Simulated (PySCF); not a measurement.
Cl₄Te, charge +1, doublet, at a GFN2-xTB geometry (a state made from the parent by changing its charge; the spin is typed, not shown lowest) (all electrons, no relativity), with bond 4-1 at 2.4 times its length; CASSCF(5,6)/STO-3G (PySCF).

Input for PySCF:
```python
from pyscf import gto, scf, mcscf
import numpy

mol = gto.Mole()
mol.atom = '''
    Te   -0.013965    0.006200    0.266956
    Cl    1.154444   -1.403715   -1.086559
    Cl    1.820486    1.499339    0.830338
    Cl   -2.455903    3.229162   -3.409362
    Cl   -1.900775   -1.463691    0.704494
'''
mol.basis = 'sto-3g'
mol.charge = 1
mol.spin = 1
mol.verbose = 4
mol.build()

mf = scf.ROHF(mol)
mf.kernel()
mc = mcscf.CASSCF(mf, 6, 5)
mc.fix_spin_(ss=0.75)
mc.kernel()
occ = numpy.linalg.eigvalsh(mc.fcisolver.make_rdm1(mc.ci, mc.ncas, mc.nelecas))[::-1]
ss = mc.fcisolver.spin_square(mc.ci, mc.ncas, mc.nelecas)[0]
print('natural occupations', occ.round(4), ' <S^2>', round(ss, 4))
```

Output, abridged:

```
PySCF version 2.14.0

[INPUT] verbose = 4
[INPUT] num. atoms = 5
[INPUT] num. electrons = 119
[INPUT] charge = 1
[INPUT] spin (= nelec alpha-beta = 2S) = 1
[INPUT] symmetry False subgroup None
[INPUT] Mole.unit = angstrom
[INPUT] Symbol           X                Y                Z      unit          X                Y                Z       unit  Magmom
[INPUT]  1 Te    -0.013965000000   0.006200000000   0.266956000000 AA   -0.026390025330   0.011716301972   0.504473727309 Bohr   0.0
[INPUT]  2 Cl     1.154444000000  -1.403715000000  -1.086559000000 AA    2.181582986147  -2.652636906944  -2.053298928181 Bohr   0.0
[INPUT]  3 Cl     1.820486000000   1.499339000000   0.830338000000 AA    3.440219953605   2.833340077879   1.569111410819 Bohr   0.0
[INPUT]  4 Cl    -2.455903000000   3.229162000000  -3.409362000000 AA   -4.640984058498   6.102231791853  -6.442760439499 Bohr   0.0
[INPUT]  5 Cl    -1.900775000000  -1.463691000000   0.704494000000 AA   -3.591944174420  -2.765975120991   1.331300716399 Bohr   0.0

nuclear repulsion = 867.339106111262
number of shells = 31
number of NR pGTOs = 189
number of NR cGTOs = 63
basis = sto-3g
ecp = {}

******** <class 'pyscf.scf.rohf.ROHF'> ********
method = ROHF
initial guess = minao
damping factor = 0
level_shift factor = 0
DIIS = <class 'pyscf.scf.diis.CDIIS'>
diis_start_cycle = 1
diis_space = 8
diis_damp = 0
SCF conv_tol = 1e-09
SCF conv_tol_grad = None
SCF max_cycles = 50
direct_scf = True
direct_scf_tol = 1e-13
num. doubly occ = 59  num. singly occ = 1
Set gradient conv threshold to 3.16228e-05
init E= -8343.66848046771
  HOMO = -0.569959318414358  LUMO = -0.497008306789309  gap/eV = 1.98510
cycle= 1 E= -8365.04028551003  delta_E= -21.4  |g|= 0.244  |ddm|= 2.51
  HOMO = -0.318411900599885  LUMO = -0.313555899144754  gap/eV = 0.13214
cycle= 2 E= -8365.0799899444  delta_E= -0.0397  |g|= 0.0842  |ddm|= 0.677
  HOMO = -0.3317118852355  LUMO = -0.273361612720745  gap/eV = 1.58779
cycle= 3 E= -8365.05788803692  delta_E= 0.0221  |g|= 0.088  |ddm|= 0.946
  HOMO = -0.353713206056423  LUMO = -0.258076400271986  gap/eV = 2.60241
cycle= 4 E= -8365.09287411678  delta_E= -0.035  |g|= 0.0334  |ddm|= 0.774
  HOMO = -0.317270838101189  LUMO = -0.282181696206995  gap/eV = 0.95482
cycle= 5 E= -8365.09604227891  delta_E= -0.00317  |g|= 0.021  |ddm|= 0.236
  HOMO = -0.302811538603229  LUMO = -0.286869585602068  gap/eV = 0.43380
cycle= 6 E= -8364.9975551708  delta_E= 0.0985  |g|= 0.124  |ddm|= 1.31
  HOMO = -0.301911513109405  LUMO = -0.286872628091079  gap/eV = 0.40923
cycle= 7 E= -8364.97031257493  delta_E= 0.0272  |g|= 0.129  |ddm|= 0.226
  HOMO = -0.359681692734354  LUMO = -0.221065889058389  gap/eV = 3.77193
cycle= 8 E= -8365.0971737426  delta_E= -0.127  |g|= 0.0223  |ddm|= 1.33

WARN: HOMO -0.216426459255172 >= LUMO -0.351550740316368

cycle= 9 E= -8365.08618522546  delta_E= 0.011  |g|= 0.0574  |ddm|= 0.344
  HOMO = -0.366768858327718  LUMO = -0.200955011928716  gap/eV = 4.51202
cycle= 10 E= -8365.0384653912  delta_E= 0.0477  |g|= 0.112  |ddm|= 1.31
  HOMO = -0.450827640822383  LUMO = -0.118171849688797  gap/eV = 9.05203
cycle= 11 E= -8365.09673703696  delta_E= -0.0583  |g|= 0.036  |ddm|= 1.81
  HOMO = -0.452076975069678  LUMO = -0.118681152668996  gap/eV = 9.07216
cycle= 12 E= -8365.09397109115  delta_E= 0.00277  |g|= 0.0432  |ddm|=  1.6
  HOMO = -0.460570523237492  LUMO = -0.117084423268384  gap/eV = 9.34673
cycle= 13 E= -8365.09691164355  delta_E= -0.00294  |g|= 0.035  |ddm|=  1.6
  HOMO = -0.455072627357373  LUMO = -0.115555799922327  gap/eV = 9.23872
cycle= 14 E= -8365.09688737506  delta_E= 2.43e-05  |g|= 0.0279  |ddm|=  1.6
  HOMO = -0.354515915333046  LUMO = -0.206682168952131  gap/eV = 4.02276
cycle= 15 E= -8364.9857299146  delta_E= 0.111  |g|= 0.136  |ddm|= 1.21
  HOMO = -0.352038725012894  LUMO = -0.196501268500854  gap/eV = 4.23239
cycle= 16 E= -8365.0839127025  delta_E= -0.0982  |g|= 0.0614  |ddm|= 1.62
  HOMO = -0.3298792082435  LUMO = -0.215968394441054  gap/eV = 3.09967
cycle= 17 E= -8365.07843832454  delta_E= 0.00547  |g|= 0.0697  |ddm|= 0.0898
  HOMO = -0.333693915465611  LUMO = -0.214097630725191  gap/eV = 3.25438
cycle= 18 E= -8365.07711034641  delta_E= 0.00133  |g|= 0.071  |ddm|= 0.0218
  HOMO = -0.29270536474549  LUMO = -0.276851800484813  gap/eV = 0.43140
cycle= 19 E= -8365.08610416854  delta_E= -0.00899  |g|= 0.0535  |ddm|= 0.151
  HOMO = -0.339193355569927  LUMO = -0.267727043263418  gap/eV = 1.94470
cycle= 20 E= -8365.08379550585  delta_E= 0.00231  |g|= 0.0573  |ddm|= 0.902
  HOMO = -0.33315430999781  LUMO = -0.264295701092968  gap/eV = 1.87374
cycle= 21 E= -8365.09878413558  delta_E= -0.015  |g|= 0.00738  |ddm|= 0.541
  HOMO = -0.307997506607824  LUMO = -0.287642572255405  gap/eV = 0.55389
cycle= 22 E= -8365.06953584718  delta_E= 0.0292  |g|= 0.0782  |ddm|= 0.73
  HOMO = -0.321144265415254  LUMO = -0.27536986735928  gap/eV = 1.24558
cycle= 23 E= -8365.0970744679  delta_E= -0.0275  |g|= 0.0211  |ddm|= 0.513
  HOMO = -0.310212711717695  LUMO = -0.285348738187453  gap/eV = 0.67658
cycle= 24 E= -8365.0989925689  delta_E= -0.00192  |g|= 0.00211  |ddm|= 0.19
  HOMO = -0.312894471177235  LUMO = -0.283323666976413  gap/eV = 0.80466
cycle= 25 E= -8365.09882074623  delta_E= 0.000172  |g|= 0.00665  |ddm|= 0.0711
  HOMO = -0.311044084243995  LUMO = -0.284682621617409  gap/eV = 0.71733
cycle= 26 E= -8365.09883972043  delta_E= -1.9e-05  |g|= 0.00631  |ddm|= 0.106
  HOMO = -0.312712492160171  LUMO = -0.283386176095123  gap/eV = 0.79801
cycle= 27 E= -8365.09897813161  delta_E= -0.000138  |g|= 0.00277  |ddm|= 0.0289
  HOMO = -0.313216989471455  LUMO = -0.283093209345974  gap/eV = 0.81971
cycle= 28 E= -8365.09898922023  delta_E= -1.11e-05  |g|= 0.00227  |ddm|= 0.0411
  HOMO = -0.312970011557112  LUMO = -0.283281809629988  gap/eV = 0.80786
cycle= 29 E= -8365.09899858273  delta_E= -9.36e-06  |g|= 0.00172  |ddm|= 0.00445
  HOMO = -0.312318554750515  LUMO = -0.283757692655111  gap/eV = 0.77718
cycle= 30 E= -8365.0990100585  delta_E= -1.15e-05  |g|= 0.000563  |ddm|= 0.0186
  HOMO = -0.312297321965014  LUMO = -0.283782062887821  gap/eV = 0.77594
cycle= 31 E= -8365.09901144715  delta_E= -1.39e-06  |g|= 5.51e-05  |ddm|= 0.00445
  HOMO = -0.312290680199564  LUMO = -0.283787210879161  gap/eV = 0.77562
cycle= 32 E= -8365.09901152205  delta_E= -7.49e-08  |g|= 5.55e-05  |ddm|= 0.00124
  HOMO = -0.312301885559234  LUMO = -0.283777761419673  gap/eV = 0.77618
cycle= 33 E= -8365.09901169083  delta_E= -1.69e-07  |g|= 5.26e-05  |ddm|= 0.00272
  HOMO = -0.312312263925069  LUMO = -0.2837513962362  gap/eV = 0.77718
cycle= 34 E= -8365.09901253021  delta_E= -8.39e-07  |g|= 4.91e-05  |ddm|= 0.0155
  HOMO = -0.312314941523058  LUMO = -0.28373963525877  gap/eV = 0.77757
cycle= 35 E= -8365.09901319138  delta_E= -6.61e-07  |g|= 3.22e-05  |ddm|= 0.016
  HOMO = -0.312255941343551  LUMO = -0.283755356451617  gap/eV = 0.77554
cycle= 36 E= -8365.09901378444  delta_E= -5.93e-07  |g|= 1.72e-05  |ddm|= 0.0243
  HOMO = -0.312287938472981  LUMO = -0.283756484979382  gap/eV = 0.77638
cycle= 37 E= -8365.09901390207  delta_E= -1.18e-07  |g|= 5.73e-06  |ddm|= 0.0138
  HOMO = -0.312337687938403  LUMO = -0.283758476751738  gap/eV = 0.77768
cycle= 38 E= -8365.09901390638  delta_E= -4.31e-09  |g|= 2.63e-06  |ddm|= 0.00255
  HOMO = -0.312321260004543  LUMO = -0.283758166440403  gap/eV = 0.77724
cycle= 39 E= -8365.09901390654  delta_E= -1.58e-10  |g|= 1.53e-06  |ddm|= 0.000437
  HOMO = -0.312321708134643  LUMO = -0.283758143559313  gap/eV = 0.77725
Extra cycle  E= -8365.09901390653  delta_E= 3.64e-12  |g|= 1.11e-06  |ddm|= 7.8e-06
converged SCF energy = -8365.09901390653

******** <class 'pyscf.mcscf.mc1step.CASSCF'> ********
CAS (3e+2e, 6o), ncore = 57, nvir = 0
max_cycle_macro = 50
max_cycle_micro = 4
conv_tol = 1e-07
conv_tol_grad = None
orbital rotation max_stepsize = 0.02
orbital rotation threshold for CI restart = 0.01
augmented hessian ah_max_cycle = 30
augmented hessian ah_conv_tol = 1e-12
augmented hessian ah_linear dependence = 1e-14
augmented hessian ah_level shift = 1e-08
augmented hessian ah_start_tol = 2.5
augmented hessian ah_start_cycle = 3
augmented hessian ah_grad_trust_region = 3
kf_trust_region = 3
kf_interval = 4
ci_response_space = 4
ci_grad_trust_region = 3
with_dep4 0
natorb = False
canonicalization = True
sorting_mo_energy = False
ao2mo_level = 2
internal_rotation = False
******** <class 'pyscf.fci.addons.SpinPenaltyFCISolver'> ********
max. cycles = 50
conv_tol = 1e-08
davidson only = True
linear dependence = 1e-12
level shift = 0.001
max iter space = 12
nroots = 1
pspace_size = 400
spin = None
CASCI E = -8365.09901390793  S^2 = 0.7500000
Set conv_tol_grad to 0.000316228
macro iter   1 (  1 JK    1 micro), CASSCF E = -8365.09901390798  dE = -4.36557457e-11  S^2 = 0.7500000
               |grad[o]|=1.78e-06  |grad[c]|=7.35e-06  |ddm|=1.64e-05  |maxRot[o]|=    0
1-step CASSCF converged in   1 macro (  1 JK   1 micro) steps
CASSCF canonicalization
Density matrix diagonal elements [1.99999998e+00 2.00000000e+00 1.00000001e+00 8.11564778e-09
 9.36488352e-11 4.14506610e-11]
CASSCF energy = -8365.09901390798
CASCI E = -8365.09901390798  E(CI) = -7.74435602925041  S^2 = 0.7500000
natural occupations [2. 2. 1. 0. 0. 0.]  <S^2> 0.75
```
